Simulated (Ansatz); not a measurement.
Mulliken charges of CH3Cl2In (`Cl[CH](Cl)[InH2]`) from ωB97M-V/def2-TZVPP in Ansatz (PBE0-D4/def2-TZVP geometry).

```csv
atom,x (Å),y (Å),z (Å),charge (e)
Cl1,-0.817,-1.640,1.429,-0.090
C2,0.174,-0.904,0.166,-0.298
Cl3,1.832,-0.529,0.775,-0.106
In4,-0.402,1.112,-0.461,0.446
H5,0.314,-1.655,-0.606,0.200
H6,-1.046,2.090,0.785,-0.071
H7,-0.054,1.526,-2.089,-0.081
```

Problem. By hand: the dipole of these point charges (1 e Å = 4.8032 D).

Solution. Σ q r = (-0.210, 0.366, -0.474) e Å, of length 0.635 e Å = 3.05 D.

Problem. How does the dipole of the full density compare? (Best estimate.)

Solution. Ansatz gave: (-0.154, 0.155, -0.362) e Å, 2.03 D; the point charges give 1.50 times that, at 14° from its direction.

Point charges leave out the atoms' own dipoles, such as those of lone pairs, and Mulliken's split depends on the basis, so the two needn't agree.
